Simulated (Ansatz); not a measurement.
Gas-phase electronic energies from Ansatz, PBE0-D4/def2-TZVP geometries. CBS: MP2 limit from def2 TZ/QZ plus the TZ coupled-cluster correction, frozen cores. This one scheme is used for every species. DFT in def2-TZVPP. B3LYP here is the variant with VWN-RPA as its local correlation; programs differ in this. One conformer a species, not always the lowest.

Consider the ligand exchange at the Si–C bond: `O[SiH](O)C[SiH](Cl)Cl` + CH₃OH → `CO[SiH](O)O` + `C[SiH](Cl)Cl`.

`O[SiH](O)C[SiH](Cl)Cl`:

Cartesian coordinates in Å:
```
O -0.030 -0.346 1.976
Si 0.788 0.627 0.932
O 0.126 2.115 0.774
C 0.753 -0.332 -0.668
Si -0.908 -0.974 -1.150
Cl -2.278 0.571 -1.119
Cl -0.867 -1.719 -3.059
H -0.139 -0.050 2.881
H 2.166 0.888 1.407
H -0.739 2.157 0.357
H 1.136 0.300 -1.475
H 1.419 -1.198 -0.583
H -1.428 -2.037 -0.273
```

CH₃OH:

Z-matrix (Å, degrees):
```
C
O 1 1.409
H 1 1.097 2 112.4
H 1 1.090 2 107.0 3 -118.5
H 1 1.097 2 112.4 3 123.0
H 2 0.959 1 108.5 3 -61.6
```

`CO[SiH](O)O`:

```xyz
11

C     0.454    1.565    0.642
O    -0.363    0.716   -0.132
Si   -0.296   -0.918   -0.068
O     1.108   -1.553   -0.599
O    -1.511   -1.444   -1.025
H     0.450    1.277    1.699
H     1.487    1.554    0.282
H     0.066    2.582    0.560
H    -0.403   -1.364    1.335
H     1.255   -1.572   -1.547
H    -2.249   -0.844   -1.146
```

`C[SiH](Cl)Cl`:

```xyz
8

C    -0.719    0.493    0.552
Si    0.644   -0.284   -0.423
Cl   -0.021   -0.738   -2.307
Cl    1.257   -2.011    0.494
H    -0.371    0.733    1.559
H    -1.052    1.413    0.065
H    -1.569   -0.188    0.629
H     1.831    0.582   -0.571
```

```tsv
level	ΔE (kJ/mol)	difference from CCSD(T)/CBS
PBE-D4	-87.1	11.6
r2SCAN-D4	-100.1	-1.4
PBE0-D4	-90.7	8.0
B3LYP-D4	-99.4	-0.7
ωB97X-V	-98.6	0.1
ωB97M-V	-97.5	1.2
B2PLYP	-107.6	-8.9
PBE	-94.1	4.6
r2SCAN	-102.2	-3.5
PBE0	-97.2	1.5
B3LYP	-110.5	-11.8
HF/def2-TZVPP	-124.9	-26.2
MP2/def2-TZVPP	-99.1	-0.4
SCS-MP2/def2-TZVPP	-104.0	-5.3
CCSD/def2-TZVPP	-103.4	-4.7
CCSD(T)/def2-TZVPP	-99.6	-0.9
HF/def2-QZVPP	-126.6	-27.9
MP2/def2-QZVPP	-99.2	-0.5
SCS-MP2/def2-QZVPP	-104.1	-5.4
HF/CBS(def2)	-126.8	-28.1
MP2/CBS(def2)	-98.1	0.6
CCSD/CBS(def2)	-102.4	-3.7
CCSD(T)/CBS	-98.7	0
```

Largest T1 diagnostic among the species: 0.011.

From PBE to PBE0 (25 % exact exchange), in def2-TZVPP and without D4, ΔE moves by −3.1 kJ/mol. The D4 term adds +11.1 kJ/mol with B3LYP and +6.4 kJ/mol with PBE0; it sums over pairs of atoms, weighted by their polarisabilities, and B3LYP, whose exchange is more repulsive, gets the larger term. In def2-TZVPP, CCSD(T) changes the Hartree–Fock value by +25.2 kJ/mol (the triples alone add +3.8 kJ/mol) and MP2 by +25.7 kJ/mol.
